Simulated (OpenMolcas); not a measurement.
## F2+: effect of the IPEA shift

- Program: OpenMolcas 26.06
- Basis: ANO-RCC-VQZP [5s4p3d2f1g]
- Scalar Hamiltonian: DKH2, point nucleus
- Active space: 5 electrons in 9 orbitals (RAS2 2s 2p; RAS3 3d, at most 2 electrons)
- State averaging: 2S+1 = 4 odd, 1 root; 2S+1 = 2 odd, 8 roots; 2S+1 = 4 even, 3 roots; 2S+1 = 2 even, 9 roots
- Spin-orbit coupling: state interaction with AMFI integrals over the reference wave functions, term energies averaged over their components

Methods on the same reference wave functions:
A. RASSCF
B. SS-RASPT2, IPEA 0 Eh, imaginary shift 0.1 Eh (closed shells correlated: 1s)
C. SS-RASPT2, IPEA 0.25 Eh, imaginary shift 0.1 Eh (closed shells correlated: 1s)

Energies in cm-1 above 2s2 2p3 4S* 3/2, the measured ground level; measured values from Moore, Atomic Energy Levels, vol. I, NSRDS-NBS 35 (1971 reprint of NBS Circular 467, 1949).

```tsv
Level	A	B	C	Measured
2s2 2p3 4S* 3/2	0.0	0.0	0.0	0.0
2s2 2p3 2D* 3/2	37146	34640	34660	
2s2 2p3 2D* 5/2	37155	34650	34670	
2s2 2p3 2P* 3/2	55531	52290	52320	
2s2 2p3 2P* 1/2	55535	52290	52320	
2s 2p4 4P 5/2	154437	152260	152250	151898
2s 2p4 4P 3/2	154736	152560	152550	152235
2s 2p4 4P 1/2	154914	152740	152730	152410
2s 2p4 2D 3/2	216938	211240	211310	210256
2s 2p4 2D 5/2	216940	211240	211310	210240
2s 2p4 2S 1/2	258567	249850	250100	248260
2s 2p4 2P 3/2	277060	269350	269450	266559
2s 2p4 2P 1/2	277420	269710	269810	266943
```

Deviations, from unrounded energies. A percentage is the sum of absolute deviations over the sum of measured energies, with the sign that they share, or ± where signs differ.

| Against measurement | Levels | A | B | C |
| --- | --- | --- | --- | --- |
| mean absolute deviation (cm-1) | 8 | 6500 | 1300 | 1300 |
| other configurations (%) | 8 | +3.1 | +0.6 | +0.6 |

B, C lie about equally close to measurement and A furthest from it. The largest miss of B in the table is 2s 2p4 2P 3/2, by +2800 cm-1. The ranking rests on the paired levels alone, and a cruder setting can come out closer through cancelling errors.

Between B and C the level of the table that moves most is 2s 2p4 2S 1/2, by 250 cm-1 (lowest in B, highest in C). Moves below CASPT2's spread within the term are not significant.

From A to B the spin-free energies of the other terms of 2s2 2p3 shown, above 4S*, scale by factors of 0.93 to 0.94.

The lowest spin-free term lies below A's lowest term by 0.065 hartree in B, 0.064 hartree in C.

CASPT2 does not keep the components of a term degenerate, so their means are used; among the terms shown or strongly mixed into the levels shown the widest spread is 13 cm-1 (2s 2p4 2D, B). Active for correlation alone: 3d; no level in the range computed is led by a configuration that fills it, so any true level of that kind is missing. Computed and measured levels are paired by configuration, term and J; levels that our copy of the source lacks, or whose pairing is in doubt (as where it misses far off the trend of its configuration), stay unpaired and out of the deviations. Levels of configurations outside the active space are missing.

* marks odd parity.
